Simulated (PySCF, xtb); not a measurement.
Si(Cl)(H)2(OAc) (C2H5ClO2Si), SMILES CC(=O)O[SiH2]Cl.

GFN2-xTB (xtb 6.7.1) at its own geometry gives an orbital gap of 4.87 eV and a dipole moment of 2.91 D.

The structure is a stationary point at PBE0-D3(BJ)/def2-SVP. One conformer was computed; it need not be the lowest.

Problem. What does B3LYP/def2-TZVP (PySCF) give? (An estimate is asked for; the answer gives what the named calculation found.)

Solution. gap 7.47 eV (levels -8.08 and -0.62 eV), dipole 2.51 D.
